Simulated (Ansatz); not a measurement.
A search over several starts for the lowest SCF solution of the cluster Hg2S3 at the given spin, in a small basis.

```yaml
crystal:
  periodic: [false, false, false]
  atoms:
    - {symbol: Hg, position_ang: [-1.501902, 1.259506, 0.780348]}
    - {symbol: Hg, position_ang: [0.183274, -2.099628, 0.094167]}
    - {symbol: S, position_ang: [-1.929062, -1.228199, 1.274940]}
    - {symbol: S, position_ang: [1.130819, 0.954947, -1.894695]}
    - {symbol: S, position_ang: [2.116870, 1.113374, -0.254760]}
basis:
  gaussian: {orbitals: def2-SVP, initial_orbitals: start.molden}
magnetization: {spin_polarized: true, initial_magnetization: 4}
hamiltonian: {xc: pbe, dispersion: d4}
output: {orbitals: {seedname: orbitals}}
```

The file start.molden holds the orbitals of an earlier run on this structure, at another level or in another basis.

```sh
$ ansatz run in.yaml --threads 4 --pin off --events-out ev --progress --plain --max-ram 4787MiB
```

Shortened log:

```
Functional definition: PBE
1241 factors; their error is unknown
mean field evaluation 1: about -40836.6279 eV, gradient 5.6e0 eV
mean field evaluation 2: about -40836.7309 eV, gradient 1.1e-1 eV
mean field evaluation 4: about -40836.6418 eV, gradient 6.6e-3 eV
mean field evaluation 8: about -40833.3051 eV, gradient 2.2e1 eV
mean field evaluation 16: about -40836.7318 eV, gradient 9.1e-2 eV
mean field evaluation 32: about -40835.5587 eV, gradient 7.2e0 eV
mean field -40836.64175132 eV, -1500.7189042911 hartree, gradient 1.1e-5 eV, S^2 6.007881; 9 other end points of the search recorded, 0 dependent functions left out
reference -40836.64179010 eV, -1500.7189057161 hartree; 46, 42 occupied and 72, 76 virtual orbitals, 1241 factors
Total energy: -40836.92092471 eV, -1500.7291637238 hartree
```

Hardware: 4 threads of Arm Neoverse V1 on a shared host. Wall time 7.5 s.

In the def2 sets Hg takes a core potential; there is no spin–orbit coupling. In the quintet geometry the species has come apart into loosely held pieces. At PBE0-D4/def2-TZVP a singlet of charge 0 lies 1.56 eV below the quintet, each at its own geometry. The structure comes from a short search, and lower isomers may exist.
